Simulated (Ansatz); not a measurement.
Ansatz (a quantum-chemistry and plane-wave program) input:
A basis named .json is the Basis Set Exchange file of that set.

Ansatz 0.2 input:
```yaml
crystal:
  periodic: [false, false, false]
  atoms:
    - {symbol: C, position_ang: [0.57500851, -0.22014435, 0.55248107]}
    - {symbol: Br, position_ang: [0.51580817, 1.53752789, -0.06876880]}
    - {symbol: Br, position_ang: [-0.64155995, -1.48937393, -0.07032324]}
    - {symbol: H, position_ang: [0.95126138, -0.36452261, 1.55333530]}
basis:
  gaussian:
    orbitals: def2-QZVPP.json
hamiltonian:
  xc: hf
magnetization: {spin_polarized: true, initial_magnetization: 1}
```

Q: Predict the final energy.

A: -5183.34266 Eh (HF/def2-QZVPP). The basis has 265 functions.

It need not be the lowest isomer of its formula.
